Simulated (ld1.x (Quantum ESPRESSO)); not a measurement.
# Rb (Z = 37) RRKJ: all-electron and pseudo phase curves

* Element: rubidium
* Generator: ld1.x (Quantum ESPRESSO) 7.5
* Type: norm-conserving RRKJ (Kleinman–Bylander form)
* Functional: PBEsol
* Relativity: scalar-relativistic
* Frozen core: [Ar] 3d10
* Valence charge: 9
* Reference configuration: 4s2 4p6 4d0 5s0.5 5p0 (charge +0.5)
* Partial waves: 4p (bound): rc 2.60 bohr; 4d (bound, empty): rc 4.20 bohr; 4s (bound): rc 1.65 bohr
* Local potential: the s channel
* Core correction: none

Occupied shells without a wave of their own: 5s. They enter only through the test configuration that unscreens the potential.

The phase is arctan(r·u′/u) with u = r·R(r), unwrapped; energies in Ry, scanned from -5 to 5 Ry. A pole is an energy at which the radial function vanishes at the test radius. The pseudo phase is shifted by a multiple of π to meet the all-electron one at the reference energy, and phase errors are pseudo minus all-electron; the curves can meet again beyond the range given. Levels narrower than the energy grid can be missing from the lists of poles. n/a: not evaluated, since a narrow level or a reset projector energy made the automatic matching unsafe.

For each channel, where are the poles, and over which energies does the pseudopotential scatter like the atom?

```
channel  radius (bohr)  reference energy (Ry)  poles, all-electron            poles, pseudo  unbroken range about the reference energy with phases within 0.05 rad  phase error 1 Ry above the reference energy (rad)
      s           4.57                  -2.54    -2.53, 0.29, 3.03        -2.53, 0.27, 2.88                                                              below 1.1                                             -0.000
      p           4.57                  -1.37    -1.36, 0.81, 3.68  -1.36, 0.52, 1.32, 4.22                                                             below -0.2                                             -0.012
      d           4.57                  -0.12     0.15, 1.91, 4.91               0.15, 2.59                                                                    n/a                                                n/a
```

Note: ghost state, extra bound levels that the all-electron valence spectrum of the same l lacks: d at -60.0 eV. A true bound ghost makes a file unfit for plane-wave use.

Phases in the s channel:

```csv
E (Ry),all-electron,pseudo
-5.00,1.468,1.468
-4.74,1.465,1.465
-4.48,1.462,1.462
-4.22,1.458,1.458
-3.96,1.454,1.454
-3.70,1.449,1.449
-3.44,1.444,1.444
-3.18,1.438,1.438
-2.92,1.431,1.431
-2.66,1.421,1.421
-2.40,-1.725,-1.725
-2.14,-1.739,-1.739
-1.88,-1.754,-1.754
-1.62,-1.774,-1.774
-1.36,-1.803,-1.803
-1.10,-1.847,-1.848
-0.84,-1.931,-1.931
-0.58,-2.152,-2.157
-0.32,-3.344,-3.393
-0.06,-4.452,-4.468
0.20,-4.672,-4.681
0.46,-4.773,-4.783
0.72,-4.856,-4.871
0.98,-4.967,-4.997
1.24,-5.219,-5.333
1.50,-6.337,-6.766
1.76,-7.408,-7.504
2.02,-7.644,-7.682
2.28,-7.737,-7.761
2.54,-7.790,-7.809
2.80,-7.827,-7.844
3.06,-7.857,-7.875
3.32,-7.884,-7.905
3.58,-7.912,-7.940
3.84,-7.944,-7.989
4.10,-7.990,-8.076
4.36,-8.067,-8.323
4.62,-8.256,-9.757
4.88,-9.207,-10.652
```
